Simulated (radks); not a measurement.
Values are calculated unless marked as measured or tabulated.
Neutral strontium inside a hard spherical wall (all orbitals vanish at R), configuration held at [Kr] 5s2 and not refilled when levels cross. Code: a radial shooting solver on a logarithmic mesh with Libxc functionals. Model: scalar-relativistic Kohn-Sham, PBE, spin-polarised, spherical densities, finite nucleus; Fermi nuclear charge, rms radius 4.224 fm. Eigenvalues in eV for spin up, with the zero of energy where the potential of the charges vanishes at infinity; a dash marks a level that is unbound or too diffuse for the functional's potential to be trusted. A positive occupied level is held by the wall or, in an anion where self-interaction has pushed it up, behind a barrier. The pressure on the wall is -dE/dV.

R (bohr) = free: E (hartree) -3179.46127; kinetic (hartree) 3260.418; e(3d) -128.02; e(4s) -40.900; e(4p) -22.822; e(5s) -3.526; e(5p, empty) -1.284; e(4d, empty) -1.282; pressure (GPa) 0
R (bohr) = 20: E (hartree) -3179.46127; kinetic (hartree) 3260.418; e(3d) -128.02; e(4s) -40.900; e(4p) -22.822; e(5s) -3.526; e(5p, empty) -1.284; e(4d, empty) -1.281; pressure (GPa) < 0.0001
R (bohr) = 15: E (hartree) -3179.46124; kinetic (hartree) 3260.418; e(3d) -128.01; e(4s) -40.895; e(4p) -22.818; e(5s) -3.523; e(5p, empty) -1.268; e(4d, empty) -1.276; pressure (GPa) 0.000307
R (bohr) = 8: E (hartree) -3179.43932; kinetic (hartree) 3260.550; e(3d) -127.13; e(4s) -40.046; e(4p) -21.988; e(5s) -2.793; e(5p, empty) 0.079; e(4d, empty) -0.491; pressure (GPa) 0.713
R (bohr) = 7: E (hartree) -3179.40803; kinetic (hartree) 3260.692; e(3d) -126.40; e(4s) -39.365; e(4p) -21.329; e(5s) -2.040; e(5p, empty) 1.281; e(4d, empty) 0.170; pressure (GPa) 2.25
R (bohr) = 6: E (hartree) -3179.33128; kinetic (hartree) 3260.990; e(3d) -125.20; e(4s) -38.256; e(4p) -20.265; e(5s) -0.470; e(5p, empty) 3.655; e(4d, empty) 1.342; pressure (GPa) 7.65
R (bohr) = 5: E (hartree) -3179.13063; kinetic (hartree) 3261.695; e(3d) -123.09; e(4s) -36.409; e(4p) -18.516; e(5s) 3.084; e(5p, empty) 8.721; e(4d, empty) 3.534; pressure (GPa) 30.2
R (bohr) = 4: E (hartree) -3178.51783; kinetic (hartree) 3263.806; e(3d) -118.53; e(4s) -32.784; e(4p) -15.035; e(5s) 12.495; e(5p, empty) 21.080; e(4d, empty) 8.368; pressure (GPa) 158
R (bohr) = 3: E (hartree) -3176.01551; kinetic (hartree) 3272.245; e(3d) -105.23; e(4s) -23.125; e(4p) -4.922; e(5s) 43.983; e(5p, empty) 58.237; e(4d, empty) 22.500; pressure (GPa) 1320
R (bohr) = 2.5: E (hartree) -3171.87152; kinetic (hartree) 3285.130; e(3d) -89.806; e(4s) -11.052; e(4p) 8.674; e(5s) 87.146; e(5p, empty) 105.71; e(4d, empty) 40.739; pressure (GPa) 4820
R (bohr) = 2: E (hartree) -3160.50740; kinetic (hartree) 3317.087; e(3d) -61.729; e(4s) 17.207; e(4p) 40.963; e(5s) 185.93; e(5p, empty) 209.74; e(4d, empty) 81.468; pressure (GPa) 22000
